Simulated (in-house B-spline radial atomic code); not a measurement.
**Xe3+: [Kr] 4d10 5s2 5p3**

All numbers are computed (Dirac-Kohn-Sham HSE06, spherical fractional occupations; Fermi nucleus of rms radius 4.7859 fm) with a radial B-spline atomic code at the basis-set limit, not measured.

Effective charges: Z_r = [3n² - l(l+1)]/(2<r>) from the radius, Z_e = n√(-2ε) from the energy, and Slater's rules. Values are occupation-weighted means over j. An effective charge above Z reflects the relativistic contraction of the inner shells.

| shell | electrons | ε (eV) | <r> (bohr) | Z_r | Z_e | Slater |
| --- | --- | --- | --- | --- | --- | --- |
| 1s | 2 | -34482 | 0.02665 | 56.28 | 50.34 | 53.70 |
| 2s | 2 | -5418.8 | 0.1141 | 52.57 | 39.91 | 49.85 |
| 2p | 6 | -4872.4 | 0.1001 | 49.96 | 37.85 | 49.85 |
| 3s | 2 | -1146.5 | 0.3056 | 44.17 | 27.54 | 42.75 |
| 3p | 6 | -967.77 | 0.3036 | 41.17 | 25.30 | 42.75 |
| 3d | 10 | -698.59 | 0.2807 | 37.41 | 21.50 | 32.85 |
| 4s | 2 | -239.1 | 0.7164 | 33.50 | 16.77 | 26.25 |
| 4p | 6 | -181.6 | 0.7637 | 30.12 | 14.61 | 26.25 |
| 4d | 10 | -96.153 | 0.8721 | 24.08 | 10.63 | 14.85 |
| 5s | 2 | -51.621 | 1.753 | 21.39 | 9.74 | 9.30 |
| 5p | 3 | -37.063 | 2.021 | 18.06 | 8.25 | 9.30 |

The least bound orbital is 5p3/2 at -36.5 eV, and it is also the most diffuse (<r> = 2.044 bohr).

Spin-orbit splittings of the orbital energies (j = l + 1/2 above j = l - 1/2 when positive): 2p 324.9 eV, 3p 62.14 eV, 3d 13.08 eV, 4p 12.41 eV, 4d 2.024 eV, 5p 1.687 eV.

For the 1s electron the small component carries 3.96 % of the norm, the zero-frequency Breit interaction raises the level by 86.9 eV, self-energy by 50 eV, and vacuum polarisation lowers it by 7.007 eV.

Caution: exact exchange at fractional occupations of open shells leaves self-interaction of up to several eV.
